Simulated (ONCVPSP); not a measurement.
Plane-wave convergence, ONCV potential for hafnium

Hf (Z = 72), optimised norm-conserving Vanderbilt (ONCV), made with ONCVPSP 4.0.1 (PBE, scalar-relativistic). Core [Kr] 4d10 4f14 5s2, reference 5p6 5d2 6s0.5 (charge +1.5). Waves: 6s: rc 2.35 bohr, ncon 5, nbas 8, qcut 2.3 1/bohr, 2 projectors, debl 0.7 Ha; 5p: rc 1.55 bohr, ncon 4, nbas 7, qcut 9 1/bohr, 1 projector; 5d: rc 2.25 bohr, ncon 5, nbas 9, qcut 5.7 1/bohr, 2 projectors, debl 3 Ha. Local part: polynomial inside 1.10 bohr (lpopt 5, dvloc0 0 Ha). Core correction: polynomial model core, fcfact 0.55.

Task: For each optimised wave give the share of its norm inside rc, the residual kinetic energy above qcut (Ha) and the cutoffs (Ha) for errors of 10, 1, 0.1 and 0.01 mHa per electron.

Result:

```tsv
wave	norm inside rc	residual KE	10 mHa	1 mHa	0.1 mHa	0.01 mHa
6s	0.230	1.4e-02	5.9	25.9	30.8	35.0
s projector 2	0.162	8.9e-03	2.6	7.0	36.2	42.4
5p	0.714	8.1e-07	20.2	27.2	32.5	36.3
5d	0.604	1.3e-05	8.8	11.9	14.2	17.4
d projector 2	0.120	8.1e-05	10.6	13.6	16.2	23.9
```

The occupied waves need 27 Ha and 33 Ha for 1 and 0.1 mHa. Note: ghosts flagged at negative energy: s at -70.6 eV; GHOST(+) flagged for s at 61.0 eV. A true bound ghost makes a file unfit for plane-wave use.
